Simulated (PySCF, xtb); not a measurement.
Cl3H3OSi2, SMILES Cl[SiH2]O[SiH](Cl)Cl.

GFN2-xTB run with xtb at its own geometry gives an orbital gap of 5.98 eV and a dipole moment of 0.92 D.

Geometry optimised at B3LYP-D3(BJ)/def2-SVP. This is a generated structure with no PubChem entry under its InChIKey; it may be hypothetical. Other conformers were not sampled.

Problem. What does ωB97X/def2-TZVP (PySCF) give? (An estimate is asked for; the answer gives what the named calculation found.)

Solution. gap 13.55 eV (levels -11.55 and 2.00 eV), dipole 0.99 D.
